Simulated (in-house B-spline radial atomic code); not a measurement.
# Excitations of Sn XLI (Sn40+) by several methods

Full response, energies in eV; labels give the largest channel, * marks a mixed state, a dash one above the method's threshold, and an imaginary frequency an unstable closed-shell reference. Computed with a B-spline radial code for spherical atoms: linear response of the closed shell [He] 2s2 2p6 with each method's own kernel (bare exchange for TDHF, static screening on G0W0 levels for BSE, the adiabatic kernel for functionals); non-relativistic, point nucleus, no spin-orbit coupling, no double excitations, S, P, D and F terms only. Only terms of natural parity with L up to 3 were computed.

Without relativity these are model numbers for so heavy an element.

```json
{"method": "TDHF", "2p → 3s 3P": "3616.79", "2p → 3s 1P": "3624.15", "2p → 3p 3S": "3678.24", "α (bohr³)": "0.0002911"}
{"method": "PBE", "2p → 3s 3P": "3578.77", "2p → 3s 1P": "3585.69", "2p → 3p 3S": "3648.19", "α (bohr³)": "0.0002931"}
{"method": "BSE on G0W0@HF", "2p → 3s 3P": "?", "2p → 3s 1P": "?", "2p → 3p 3S": "?", "α (bohr³)": "?"}
{"method": "PBE0", "2p → 3s 3P": "3588.75", "2p → 3s 1P": "3595.76", "2p → 3p 3S": "3656.50", "α (bohr³)": "0.0002926"}
{"method": "RPBE", "2p → 3s 3P": "?", "2p → 3s 1P": "?", "2p → 3p 3S": "?", "α (bohr³)": "?"}
{"method": "wB97X", "2p → 3s 3P": "3593.90", "2p → 3s 1P": "3600.47", "2p → 3p 3S": "3663.72", "α (bohr³)": "0.0002923"}
```

(1) What does RPBE give?

(2) What does BSE on G0W0@HF give?

Results:

(1) 2p → 3s 3P: 3577.06; 2p → 3s 1P: 3583.99; 2p → 3p 3S: 3647.26; α: 0.000293 (eV, bohr³).

(2) 2p → 3s 3P: 3615.42; 2p → 3s 1P: 3622.73; 2p → 3p 3S: 3677.50; α: 0.000291 (eV, bohr³).
